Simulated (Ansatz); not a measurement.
Calculated with Ansatz (gas phase, PBE0-D4/def2-TZVP geometries, no zero-point term in ΔE). CCSD(T)/CBS is the MP2 limit (def2-TZVPP, def2-QZVPP) plus CCSD(T) − MP2 in def2-TZVPP, frozen cores. This one scheme is used for every species. Functionals use def2-TZVPP. B3LYP here is the variant with VWN-RPA as its local correlation; programs differ in this. Elements past krypton have def2 core potentials. For Br, Sn outer-core shells are correlated without core-valence functions, which leaves a few kJ/mol of doubt a bond. Scalar relativity is left out up to krypton. Each species was taken in one conformer, which may not be the lowest.

`[CH3][SnH]([OH])[Br]` + H₂ → `[OH][SnH2][Br]` + CH₄  (hydrogenolysis of the Sn–C bond)

```csv
level,ΔE (kJ/mol),difference from CCSD(T)/CBS
PBE-D4,-27.4,-5.2
B3LYP-D4,-31.2,-9.0
ωB97X-V,-31.5,-9.3
PBE-QIDH,-30.1,-7.9
revPBE,-33.9,-11.7
r2SCAN,-30.4,-8.2
B3LYP,-39.4,-17.2
r2SCAN0,-33.4,-11.2
BHLYP,-43.2,-21.0
RPA@PBE/def2-TZVPP,-27.0,-4.8
CCSD/def2-SVP,-46.0,-23.8
SCS-MP2/def2-TZVPP,-25.3,-3.1
CCSD/def2-TZVPP,-31.3,-9.1
SCS-MP2/def2-QZVPP,-23.0,-0.8
MP2/CBS(def2),-14.1,8.1
CCSD/CBS(def2),-26.8,-4.6
CCSD(T)/CBS,-22.2,0
```

Largest T1 diagnostic among the species: 0.011.

From BLYP to BHLYP (50 % exact exchange), in def2-TZVPP and without D4, ΔE moves by −5.7 kJ/mol. At CCSD(T), def2-SVP lies −20.8 kJ/mol from the extrapolated value and def2-TZVPP −4.5 kJ/mol.
